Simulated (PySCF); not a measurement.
HfI$_{3}$, doublet, geometry from GFN2-xTB (such geometries of metal compounds can be far from the true shape) (the multiplicity is a formal guess) (core potentials on Hf, I); DF-PBE0/def2-TZVP run with PySCF.

Input for PySCF:
```python
from pyscf import gto, scf, dft

mol = gto.Mole()
mol.atom = '''
    Hf   -0.00000000   -0.00000000    0.00000000
    I    -2.14756836   -1.65290516   -0.26259166
    I    -0.03372030    2.46863083   -1.14796536
    I     2.18128866   -0.81572567    1.41055703
'''
mol.basis = 'def2-tzvp'
mol.ecp = {'Hf': 'def2-tzvp', 'I': 'def2-tzvp'}
mol.spin = 1
mol.verbose = 4
mol.build()

mf = dft.UKS(mol)
mf.xc = 'pbe0'
mf = mf.density_fit(auxbasis='def2-universal-jkfit')
mf.kernel()
```

Output, abridged:

```
PySCF version 2.14.0

[INPUT] verbose = 4
[INPUT] num. atoms = 4
[INPUT] num. electrons = 87
[INPUT] charge = 0
[INPUT] spin (= nelec alpha-beta = 2S) = 1
[INPUT] symmetry False subgroup None
[INPUT] Mole.unit = angstrom
[INPUT] Symbol           X                Y                Z      unit          X                Y                Z       unit  Magmom
[INPUT]  1 Hf     0.000000000000   0.000000000000   0.000000000000 AA    0.000000000000   0.000000000000   0.000000000000 Bohr   0.0
[INPUT]  2 I     -2.147568360000  -1.652905160000  -0.262591660000 AA   -4.058316034181  -3.123538062280  -0.496226319995 Bohr   0.0
[INPUT]  3 I     -0.033720300000   2.468630830000  -1.147965360000 AA   -0.063722131838   4.665036171358  -2.169340130888 Bohr   0.0
[INPUT]  4 I      2.181288660000  -0.815725670000   1.410557030000 AA    4.122038166020  -1.541498109077   2.665566469780 Bohr   0.0

nuclear repulsion = 385.319833887317
number of shells = 62
number of NR pGTOs = 347
number of NR cGTOs = 190
basis = def2-tzvp
ecp = {'Hf': 'def2-tzvp', 'I': 'def2-tzvp'}

******** <class 'pyscf.df.df_jk.DFUKS'> ********
method = DFUKS
initial guess = minao
damping factor = 0
level_shift factor = 0
DIIS = <class 'pyscf.scf.diis.CDIIS'>
diis_start_cycle = 1
diis_space = 8
diis_damp = 0
SCF conv_tol = 1e-09
SCF conv_tol_grad = None
SCF max_cycles = 50
direct_scf = False
number electrons alpha = 44  beta = 43
XC library pyscf.dft.libxc version 7.1.2
    S. Lehtola, C. Steigemann, M. J. T. Oliveira, and M. A. L. Marques,  SoftwareX 7, 1–5 (2018)
XC functionals = pbe0
    C. Adamo and V. Barone,  J. Chem. Phys. 110, 6158 (1999)
    M. Ernzerhof and G. E. Scuseria,  J. Chem. Phys. 110, 5029 (1999)
radial grids:
    Treutler-Ahlrichs [JCP 102, 346 (1995); DOI:10.1063/1.469408] (M4) radial grids

becke partition: Becke, JCP 88, 2547 (1988); DOI:10.1063/1.454033
pruning grids: <function nwchem_prune>
grids dens level: 3
symmetrized grids: False
atomic radii adjust function: <function treutler_atomic_radii_adjust>
small_rho_cutoff = 0
Set gradient conv threshold to 3.16228e-05
tot grids = 89672
******** <class 'pyscf.df.df.DF'> ********
auxbasis = def2-universal-jkfit
init E= -794.932792314061

cycle= 1 E= -936.360665516961  delta_E= -141  |g|= 4.02  |ddm|= 23.9
cycle= 2 E= -927.997005136626  delta_E= 8.36  |g|= 5.49  |ddm|= 10.1
cycle= 3 E= -938.686540446209  delta_E= -10.7  |g|= 1.98  |ddm|= 9.83
cycle= 4 E= -940.749397109475  delta_E= -2.06  |g|= 1.18  |ddm|= 8.62
cycle= 5 E= -941.206234804522  delta_E= -0.457  |g|= 0.47  |ddm|= 0.584
cycle= 6 E= -941.349085485346  delta_E= -0.143  |g|= 0.0738  |ddm|= 0.503
cycle= 7 E= -941.350771103291  delta_E= -0.00169  |g|= 0.0247  |ddm|= 0.11
cycle= 8 E= -941.351049702319  delta_E= -0.000279  |g|= 0.00985  |ddm|= 0.0378
cycle= 9 E= -941.351095280265  delta_E= -4.56e-05  |g|= 0.00227  |ddm|= 0.0115
cycle= 10 E= -941.351098815772  delta_E= -3.54e-06  |g|= 0.000629  |ddm|= 0.00353
cycle= 11 E= -941.351099065921  delta_E= -2.5e-07  |g|= 0.000321  |ddm|= 0.00128
cycle= 12 E= -941.351099130744  delta_E= -6.48e-08  |g|= 6.51e-05  |ddm|= 0.00044
cycle= 13 E= -941.351099135854  delta_E= -5.11e-09  |g|= 4.07e-05  |ddm|= 0.000137
cycle= 14 E= -941.35109913711  delta_E= -1.26e-09  |g|= 7.63e-06  |ddm|= 6.68e-05
cycle= 15 E= -941.351099137206  delta_E= -9.64e-11  |g|= 3.36e-06  |ddm|= 2.14e-05
Extra cycle  E= -941.351099137201  delta_E= 5e-12  |g|= 5.78e-06  |ddm|= 1.27e-05
converged SCF energy = -941.351099137201  <S^2> = 0.75519562  2S+1 = 2.0051889
```
